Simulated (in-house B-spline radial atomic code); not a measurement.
The numbers below are computed, except where a source is named.
## Building a PAW p channel for Ge, r_c = 2.07 bohr

Ge, [Ar] 3d10 4s2 4p2, non-relativistic LDA (VWN5), spherical and spin-unpolarised, from a B-spline radial code for spherical atoms (atomic units; all potentials screened as in the neutral atom).

Two all-electron partial waves φ1, φ2 are integrated outwards at E1 = ε(4p) = -0.149882 and E2 = E1 + 2 hartree; φ1 is the bound orbital and φ2 has unit norm inside r_c = 2.0703 bohr. Smooth partners are polynomials, r^2(a0 + a1 r² + a2 r⁴ + a3 r⁶), matched to φ and three derivatives at r_c, with no condition on the norm. The local potential is -5.06313 + (2.79263) r² + (-0.663671) r⁴ + (0.0585884) r⁶ inside 1.695 bohr and the all-electron one outside.

| wave | φ(r_c) | φ'(r_c) | a0 | a1 | a2 | a3 |
| --- | --- | --- | --- | --- | --- | --- |
| 1 | 0.6176313 | 0.05229082 | 0.3696477 | -0.079054 | 0.00721221 | -0.0002439325 |
| 2 | 0.2444119 | 2.650106 | -1.925488 | 0.908761 | -0.1320395 | 0.00651653 |

Inside r_c the overlaps are <φi φj> = [[0.27800, -0.40600], [-0.40600, 1.00000]] and, for the smooth waves, [[0.29527, -0.48038], [-0.48038, 1.31019]]. With χj = (Ej − T − V_local) applied to smooth wave j, the program's quadrature gives the matrix B_ij = <smooth i, χj> as [[0.14504, -0.61558], [-0.46682, 2.15699]].

(1) Check the match of the first wave, and find the augmentation charges q_ij.

(2) B isn't symmetric. Show that D_ij = B_ij + Ej q_ij is.

Solving (T + V_local + Σ p D p) ψ = E (1 + Σ p q p) ψ in a sphere of 9 bohr, whose wall lifts the free-atom level a little, gives these levels:

```json
{"all-electron": "-0.149314", "one projector": "-0.149314", "two projectors": "-0.149314"}
{"all-electron": "0.110352", "one projector": "0.110094", "two projectors": "0.110340"}
{"all-electron": "0.441479", "one projector": "0.439134", "two projectors": "0.441416"}
{"all-electron": "0.925530", "one projector": "0.913814", "two projectors": "0.925410"}
{"all-electron": "1.553580", "one projector": "1.511190", "two projectors": "1.553540"}
```

(3) What does the second projector gain?

## Answers

(1) At r_c the four terms are 1.58436, -1.45230, 0.56790, -0.08233, which sum to 0.6176, φ1(r_c) to rounding. q_ij is the all-electron overlap less the smooth one: [[-0.01727, 0.07438], [0.07438, -0.31019]]. The smooth first wave has a norm of 0.2953 inside r_c against 0.2780, so q11 is negative and must stay small enough for the overlap operator to be positive.

(2) Integrating by parts gives B12 − B21 = (E1 − E2) q12: -0.61558 − (-0.46682) = -0.14875, and −2 × (0.07438) = -0.14876. So D12 = -0.61558 + (1.850118)(0.07438) = -0.47797 and D21 = -0.46682 + (-0.149882)(0.07438) = -0.47797; D11 = 0.14762, D22 = 1.58310. The projectors, p = (B⁻¹)ᵀ χ, are dual to the smooth waves; det B = 0.025.

(3) With one projector the errors are 0.00, -0.26, -2.34, -11.72, -42.39 millihartree. With two the errors are 0.00, -0.01, -0.06, -0.12, -0.04 millihartree. The scattering is exact at E1 and at E2 = 1.850, and over all levels compared the largest error is 0.12 millihartree. The lowest eigenvalue of the overlap operator is 0.8415 with one and 0.5702 with two projectors. The smooth orbital alone needs a cutoff of 3.08 hartree for 1 millihartree of kinetic energy, against 7.07 for a norm-conserving Troullier-Martins orbital of the same radius; part of the gain comes from giving up the norm, part from the simpler form.
